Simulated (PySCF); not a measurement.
B(OH)2(OEt) (C2H7BO3), SMILES CCOB(O)O.

Geometry: PBE-D3(BJ)/def2-SVP. One conformer was computed; it need not be the lowest.

These are PBE-D3(BJ)/def2-SVP (PySCF 2.14.0) values and carry that method's errors.

Harmonic, unscaled wavenumbers; measured fundamentals usually lie a few per cent lower.

| mode | ν (cm⁻¹) | IR (km/mol) | moving atoms (share of kinetic energy) |
|---|---|---|---|
| 1 | 70 | 0.6 | O 41 %, C 31 %, H 27 % |
| 2 | 90 | 5.7 | O 58 %, C 23 %, H 17 % |
| 3 | 206 | 3.8 | H 58 %, O 29 %, C 11 % |
| 4 | 288 | 1.8 | H 70 %, C 15 %, O 13 % |
| 5 | 295 | 1.8 | H 91 % |
| 6 | 380 | 23.7 | O 46 %, C 25 %, H 23 % |
| 7 | 439 | 41.2 | O 48 %, H 34 %, C 12 % |
| 8 | 457 | 158.8 | H 77 %, O 21 % |
| 9 | 521 | 1.2 | O 61 %, H 19 %, C 13 % |
| 10 | 645 | 39.6 | B 80 %, O 19 % |
| 11 | 769 | 3.7 | H 58 %, O 29 %, C 12 % |
| 12 | 801 | 1.6 | H 52 %, O 37 %, C 11 % |
| 13 | 905 | 138.3 | H 79 %, O 16 % |
| 14 | 913 | 47.8 | H 49 %, O 28 %, C 22 % |
| 15 | 983 | 91.3 | H 63 %, O 27 % |
| 16 | 1074 | 13.7 | C 56 %, H 38 % |
| 17 | 1118 | 74.4 | C 40 %, H 32 %, O 27 % |
| 18 | 1152 | 37.2 | H 46 %, C 38 %, O 13 % |
| 19 | 1277 | 2.4 | H 90 % |
| 20 | 1319 | 35.2 | H 76 %, C 19 % |
| 21 | 1354 | 101.7 | H 67 %, C 25 % |
| 22 | 1387 | 301.9 | B 57 %, H 21 %, O 20 % |
| 23 | 1409 | 18.1 | H 89 % |
| 24 | 1421 | 107.2 | H 75 %, B 16 % |
| 25 | 1430 | 56.0 | H 84 % |
| 26 | 1482 | 297.5 | B 45 %, H 35 %, O 18 % |
| 27 | 2961 | 48.2 | H 95 % |
| 28 | 2974 | 14.7 | H 97 % |
| 29 | 3014 | 22.8 | H 90 %, C 10 % |
| 30 | 3067 | 21.6 | H 91 %, C 9 % |
| 31 | 3075 | 20.6 | H 90 %, C 10 % |
| 32 | 3782 | 18.3 | H 94 % |
| 33 | 3794 | 71.1 | H 94 % |
